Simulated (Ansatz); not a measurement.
Relaxation of C$_{2}$H$_{7}$BrSi$_{2}$ (12 atoms, charge 0, multiplicity 1), to a largest force component of 0.015 eV/Å in at most 40 steps.

Computed with Ansatz 0.2.0, RKS PBE0-D4/def2-SVP.

```xyz
12
Properties=species:S:1:pos:R:3:forces:R:3
Si -1.634 0.644 -0.640 -1.00 2.59 -0.29
C -0.747 -0.872 -0.377 0.19 -0.27 0.06
C 0.434 -1.072 0.161 2.83 -0.28 1.23
Si 1.758 0.125 0.872 -2.32 0.22 0.24
Br 2.884 0.921 -0.815 0.55 0.33 -0.47
H -0.818 1.703 -1.327 0.05 -0.10 0.09
H -2.094 1.236 0.659 -0.04 -0.04 -0.03
H -2.832 0.424 -1.499 -0.05 -0.15 0.01
H -1.293 -1.716 -0.691 -0.77 -1.64 -0.50
H 0.837 -2.093 0.258 -0.34 -0.21 -0.18
H 0.981 1.226 1.595 0.54 -0.22 -0.30
H 2.600 -0.583 1.839 0.38 -0.24 0.14
```

Where does it end, and by what steps?

The forces met the threshold. The force dipped under the threshold on the way, but the program's further checks kept it going. After 36 steps the energy has fallen by 0.417 eV; H8 moved furthest, 1.39 Å.

```csv
step,energy less start (eV),largest force component (eV/Å),accepted
0,0.0000,2.829,yes
2,-0.3721,0.281,yes
4,-0.3941,0.159,yes
6,-0.3982,0.035,yes
8,-0.3995,0.026,yes
10,-0.4002,0.033,yes
12,-0.4007,0.033,yes
14,-0.4013,0.058,yes
16,-0.4020,0.155,yes
18,-0.4059,0.009,yes
20,-0.4050,0.177,no
22,-0.4087,0.028,yes
24,-0.4097,0.165,no
26,-0.4119,0.099,yes
28,-0.4140,0.061,yes
30,-0.4152,0.087,yes
32,-0.4163,0.036,yes
34,-0.4169,0.011,yes
36,-0.4170,0.007,yes
```

```xyz
12
Properties=species:S:1:pos:R:3
Si -1.577 0.715 -0.613
C -0.837 -0.934 -0.095
C 0.399 -1.158 0.387
Si 1.736 0.122 0.671
Br 2.283 1.090 -1.270
H -0.766 1.849 -0.080
H -2.968 0.803 -0.074
H -1.645 0.804 -2.104
H -1.497 -1.808 -0.215
H 0.679 -2.194 0.629
H 1.313 1.207 1.600
H 2.957 -0.550 1.197
```

Whether the end is a true minimum wasn't checked by a vibrational analysis.

Run time: 2.2 min on 2 threads of Arm Neoverse V2, with other jobs on the host, peak memory 0.36 GiB.
